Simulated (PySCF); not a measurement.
**From a computed spectrum to the compound**

A species of 7 atoms with charge 3 has these harmonic modes (PBE0, small Gaussian bases with core potentials, PySCF 2.14.0):

```tsv
cm⁻¹	km/mol	symmetry
48	3.1	
87	1.7	
132	0.5	
431	6.8	
433	31.4	
648	68.1	
666	68.3	
709	146.2	
718	705.1	
1665	209.5	
1669	91.4	
3493	1210.4	
3509	58.9	
3527	319.0	
3534	757.5
```

Task: Which species is it, and in which structure?

Result: [Eu(H2O)2]3+ (singlet in the valence; each metal's 4f electrons, 6 of them, lie in its core potential, out of spins and levels):
```xyz
7

Eu   -0.0411    0.2463    0.0016
O     0.2237   -1.0121    1.8509
H     0.6719   -0.7631    2.7026
H    -0.0986   -1.9328    2.0380
O     0.1134   -1.0041   -1.8643
H     0.4468   -1.9330   -1.9727
H    -0.1284   -0.7493   -2.7945
```
Ideal gas at 298.15 K and 1 bar: S = 358.4 J/(mol K), Cp = 84.2 J/(mol K), H − H(0 K) = 18.6 kJ/mol (rigid rotor, harmonic modes, spin degeneracy alone, that of the 4f electrons in the core included; the modes under 60 cm⁻¹ make these uncertain). An lcecp potential fixes the number of 4f electrons, so in runs with it no electron can move into or out of that shell.
 Other answers can fit too; this one was computed.
